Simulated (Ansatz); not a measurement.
C2H4BBrS (`CB(Br)C=S`), relaxed with RKS PBE0-D4/def2-TZVP in Ansatz 0.2.0 from a PBE-D4/def2-SVP geometry. The force threshold is 0.005 eV/Å; the program also tests the step.

Charge 0, multiplicity 1.

Start:

```xyz
9

C     0.862   -0.229    0.911
B    -0.434    0.171    0.133
Br   -1.886    1.085    1.051
C    -0.727   -0.100   -1.370
S     0.154    0.936   -2.291
H     0.644   -1.168    1.469
H     1.158    0.522    1.670
H     1.713   -0.431    0.232
H    -1.484   -0.787   -1.805
```

Q: How much energy does the relaxation release, and in how many steps? (Best estimate.)

A: The calculation gave: 4.58 kJ/mol, in 22 steps, 4 of them rejected.

Q: Which bonds change most? (Estimate.)

A: The calculation gave: C4–S5 from 1.643 to 1.616 Å; B2–Br3 from 1.946 to 1.928 Å; C4–H9 from 1.111 to 1.093 Å; C1–H7 from 1.108 to 1.091 Å.

Q: Give the relaxed structure. (An estimate is asked.)

A: Ansatz gave: 
```xyz
9

C     0.856   -0.204    0.913
B    -0.439    0.176    0.154
Br   -1.904    1.033    1.068
C    -0.707   -0.070   -1.353
S     0.264    0.701   -2.390
H     0.713   -1.210    1.331
H     1.074    0.458    1.752
H     1.715   -0.254    0.241
H    -1.573   -0.629   -1.716
```
